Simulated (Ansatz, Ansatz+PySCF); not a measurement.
```xyz
2

Be    0.0000    0.0000    0.0000
C     0.5736    0.7648    1.6557
```

Basis set: STO-3G (spherical functions). Left uncorrelated: 1 orbital. Correlation on ROHF uses semicanonical orbitals with singles. Charge 0, multiplicity 3.

Computed with Ansatz (development build ahead of 0.2.0); the reference of a correlated method needn't be the lowest determinant of its kind.

Question: Give the atomization energy at this shape (free ground-state atoms in the same class of orbitals less the molecule, no zero-point energy) of triplet BeC by full CI (lowest root of this spin), ROHF-CCSD(T), ROHF-CCSD.

Answer:

```csv
method,atomization energy
full CI (lowest root of this spin),141.8 kJ/mol
ROHF-CCSD(T),134.5 kJ/mol
ROHF-CCSD,124.0 kJ/mol
```

Caution for ROHF-CCSD(T), ROHF-CCSD: an unrestricted determinant lies well below; large amplitudes, a single reference is doubtful; the reference determinant was not shown to be the lowest.

This basis has no polarisation functions and is too small for such energies, which can lie far from measured ones in either direction.
